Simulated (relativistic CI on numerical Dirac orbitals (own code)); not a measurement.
Mn+: what numerical and physical settings do to a radial Dirac CI calculation

Reference input:

```
atom Mn  Z=25  charge=1  electrons=24
nucleus A=55  rms_radius_fm=3.7057
hamiltonian dirac-coulomb  breit=on  qed=on  c_scale=1
orbitals kli  potential=per-configuration
slater_scale 1
correlation none
mixing on
grid step=0.0125 r_max=74.5
scf mixing=0.4 start=green max_iterations=150 tolerance=2e-08 node_fill=0.05
configurations
  [Ar] 3d5 4s
end
```

Computed lowest total energy -1156.64155 Ha, first excitation 14126.2 cm⁻¹, 11 SCF steps. Runs with settings changed; * marks those that are bad on purpose:

```
                                                 Changed        Outcome  Lowest level   ΔE (Ha)  First excitation (cm⁻¹)  SCF steps                                             Message
                                nuclear radius 4.0763 fm      converged     3d⁵4s ⁷S3  0.000669                  14126.1         11                                                    
                                           QED terms off      converged     3d⁵4s ⁷S3    -0.273                  14126.2         11                                                    
                      grid step 0.02, iteration limit 30      converged     3d⁵4s ⁷S3   5.8e-05                  14126.2         11                                                    
SCF mixing 0.1, iteration limit 20, start potential bare  not converged                                                          20  SCF of 1s2 2s2 2p6 3s2 3p6 3d5 4s did not converge
                                     iteration limit 6 *  not converged                                                           6  SCF of 1s2 2s2 2p6 3s2 3p6 3d5 4s did not converge
                                        grid step 0.08 *      converged     3d⁵4s ⁷S3   0.00046                  14126.1         11
```

With so few configurations and no correlation, terms lie too far apart (by 10 to 50 % near neutrality), their order can be wrong, and levels of other configurations are missing.
